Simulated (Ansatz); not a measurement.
The same path of BrH₃InN (6 atoms, charge 0, multiplicity 1) was run twice with different band settings. The coordinate that changes most is the height of N1 over the plane of its neighbours.

Method: RKS PBE-D4/def2-SVP in Ansatz.

Relaxed end points:

```xyz
6
Properties=species:S:1:pos:R:3
N 0.046 -0.654 -1.029
In 0.165 0.663 0.521
Br -0.089 -0.559 2.711
H -0.434 -1.538 -0.830
H -0.247 -0.302 -1.946
H 0.601 2.325 0.528
```

```xyz
6
Properties=species:S:1:pos:R:3
N -0.370 -0.551 -1.020
In 0.202 0.655 0.520
Br -0.040 -0.571 2.709
H -0.350 -1.559 -0.832
H 0.011 -0.367 -1.954
H 0.588 2.329 0.531
```

Common settings: movable images 7; climbing image yes; optimiser quadratic models (default); start path through a guess of the saddle point; force threshold 0.05 eV/Å; iteration limit 60; end points relaxed.

| run | spring |
| --- | --- |
| 1 | 5.0 eV/Å² |
| 2 | 20.0 eV/Å² |

What does each run give, and how far can it be trusted?

Run 1: converged after 18 iterations, highest image 0.015 eV above the first end. A vibrational analysis at the climbing image gives one clearly imaginary mode, 234i cm⁻¹: a first-order saddle point.
Run 2: converged after 19 iterations, highest image 0.014 eV above the first end. Another band between the same ends (7 images) ends at a top of the same energy, where a vibrational analysis finds 1 clearly imaginary mode.
